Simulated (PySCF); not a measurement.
## SnCl2: fields on a plane

These are results of PySCF, BP86, basis Sn def2-TZVP with ECP28, Cl def2-TZVP (scalar-relativistic core potentials, no spin–orbit coupling, density fitting), not measurements.

The singlet minimum has Sn–Cl 2.393 Å (×2); Cl–Sn–Cl 99.8°.

The plane holds Sn1 at (0.00, 0.00), Cl2 at (2.39, 0.00), Cl3 at (-0.41, 2.36) Å. Columns run from x = -2.55 to 4.65 Å, rows from y = 4.65 (top) to -1.95 Å, in steps of 0.3 Å. Other isomers or separated fragments may lie lower. Core electrons replaced by a potential are absent, the electrostatic potential uses the reduced nuclear charge, and values within about 0.7 Å of such atoms have no physical meaning.

Question: Give the electron localisation function (set to 0 where the density is under 0.005 e/Å³). Lower edges of the bins: '_' 0.000, '.' 0.092, ':' 0.183, '-' 0.275, '=' 0.367, '+' 0.459, '*' 0.550, '#' 0.642, '%' 0.734, '@' 0.825; top 0.92, each point printed twice.

Answer: 
```
__________________________________________________
____________........______________________________
________..::--------::..__________________________
____..::==++********++--::________________________
__..::==**##%%%%%%%%##**==..______________________
__::==**%%@@@@@@@@@@@@##++::______________________
__--**%%@@@@**..==@@@@%%**--______________________
..==**%%@@%%..@@++**@@%%**--______________________
..==**%%@@%%::++%%==@@%%++..______________________
..--**%%@@@@--....%%@@##--________::::..__________
__::==**%%%%%%%%%%%%##==..____..==++++==::..______
__..::--++**######**==::____::**######**==::..____
______....::--::::::......::**%%@@@@@@%%**==..____
______..::::::::----::..::++%%@@@@@@@@@@%%++::____
____..--==----**%%%%**::::**%%##....%%@@%%**--..__
__..==****--==%%....%%--::##%%..@@@@..@@%%**--..__
__--**%%##====%%....%%--::##%%..@@@@..@@%%**--..__
__++%%@@%%++--**%%%%**::::**%%##....%%@@%%**--..__
__**@@@@@@##==--====--::::==%%@@@@@@@@@@##++::____
____%%@@@@@@##++======--::--**%%@@@@@@%%**==..____
____%%@@@@@@@@%%####**--....==##%%%%##**==::______
______%%@@@@@@@@@@%%++::____::==++**++==::..______
________%%@@@@@@%%##==..______::----::..__________
```

Question: Give the electron density (e/Å³) (cut at 5 e/Å³). Lower edges of the bins (e/Å³): '_' 0.000, '.' 0.030, ':' 0.076, '-' 0.151, '=' 0.268, '+' 0.455, '*' 0.750, '#' 1.218, '%' 1.960, '@' 3.136; top 5.00, each point printed twice.

Answer: 
```
__________________________________________________
__________________________________________________
__________________________________________________
________....::::::....____________________________
______..::----====--::..__________________________
______..--==******++==::..________________________
____..::==**##%%%%##++--..________________________
____..--++##@@@@@@##**==::________________________
____..--++##@@@@@@%%**==::..______________________
____..--++##%%@@%%##++--::..______________________
____..::==++**####**==--..............____________
______..--==++++++++==::::..::::::::::..__________
______..::--==++++++==--::::--========--..________
______..::--==**####**==--==++**####**==--..______
______..::==**@@@@@@@@**==++**##%%%%##**==::______
______..::==##@@@@@@@@##++++##%%@@@@%%**==::..____
______..--==##@@@@@@@@##++++##%%@@@@%%**==::..____
______..::==**@@@@@@@@**==++**##%%%%##**--::______
______..::--++**####**==--==++**####**==--..______
________..::--========--::::--========--..________
________....::::----::::....::::::::::..__________
____________............______........____________
__________________________________________________
```
